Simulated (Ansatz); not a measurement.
Geometry optimisation, DFT PBE, scalar-relativistic, plane waves, PAW (Ansatz 0.2.0).

The input (input.yaml):

```yaml
crystal:
  lattice:
    - [0.0, 5.43, 5.43]
    - [5.43, 0.0, 5.43]
    - [5.43, 5.43, 0.0]
  atoms:
    - { symbol: Si, position: [0.0, 0.0, 0.0] }
    - { symbol: Si, position: [0.125, 0.125, 0.125] }
    - { symbol: Si, position: [0.0, 0.0, 0.5] }
    - { symbol: Si, position: [0.125, 0.125, 0.625] }
    - { symbol: Si, position: [0.0, 0.5, 0.0] }
    - { symbol: Si, position: [0.125, 0.625, 0.125] }
    - { symbol: Si, position: [0.0, 0.5, 0.5] }
    - { symbol: Si, position: [0.125, 0.625, 0.625] }
    - { symbol: Si, position: [0.5, 0.0, 0.0] }
    - { symbol: Si, position: [0.625, 0.125, 0.125] }
    - { symbol: Si, position: [0.5, 0.0, 0.5] }
    - { symbol: Si, position: [0.625, 0.125, 0.625] }
    - { symbol: Si, position: [0.5, 0.5, 0.0] }
    - { symbol: Si, position: [0.625, 0.625, 0.125] }
    - { symbol: Si, position: [0.5, 0.5, 0.5] }
    - { symbol: Si, position: [0.625, 0.625, 0.625] }
    - { symbol: Si, position: [1.25440233, 0.25208951, 0.24410916] }
basis:
  ecutwfc: 420.0
kpoints:
  mp_grid: { grid: [2, 2, 2] }
hamiltonian:
  xc: pbe
  pseudopotentials: { kind: paw, azcp: { folder: soft_1 } }
scf:
  occupations: { method: gaussian, width: 0.02 }
  lower_state_search: "off"
relax:
  f_tol: 0.03
  max_steps: 60
  adjacent_minimum: "off"
```

Run as:

```bash
$ ansatz run input.yaml --threads 1 --pin off --max-ram 3072MiB --backend cpu --events-out ev --progress --plain --runs-dir out
```

Q: Where does it end, and by what steps?

A: The forces met the threshold. The force dipped under the threshold on the way, but the program's further checks kept it going. After 3 steps the energy has fallen by 0.129 eV; Si10 moved furthest, 0.04 Å.

```json
{"step": "0", "energy less start (eV)": "0.0000", "largest force component (eV/Å)": "0.638", "accepted": "yes"}
{"step": "1", "energy less start (eV)": "-0.1149", "largest force component (eV/Å)": "0.210", "accepted": "yes"}
{"step": "2", "energy less start (eV)": "-0.1285", "largest force component (eV/Å)": "0.022", "accepted": "yes"}
{"step": "3", "energy less start (eV)": "-0.1285", "largest force component (eV/Å)": "0.022", "accepted": "yes"}
```

```xyz
17
Lattice="0.0000 5.4300 5.4300 5.4300 0.0000 5.4300 5.4300 5.4300 0.0000" Properties=species:S:1:pos:R:3
Si -0.003 -0.002 0.005
Si 1.333 1.334 1.336
Si 2.714 2.714 -0.033
Si 4.092 4.093 1.338
Si 2.715 -0.034 2.716
Si 4.096 1.333 4.099
Si 5.463 2.713 2.717
Si 6.783 4.076 4.077
Si -0.034 2.716 2.716
Si 1.332 4.097 4.099
Si 2.713 5.463 2.718
Si 4.076 6.783 4.077
Si 2.714 2.715 5.465
Si 4.077 4.078 6.784
Si 5.430 5.430 5.430
Si 6.783 6.783 6.785
Si 2.712 8.143 8.150
```

Run time: 15 s on 1 thread of Arm Neoverse V2, with other jobs on the host, peak memory 0.49 GiB.
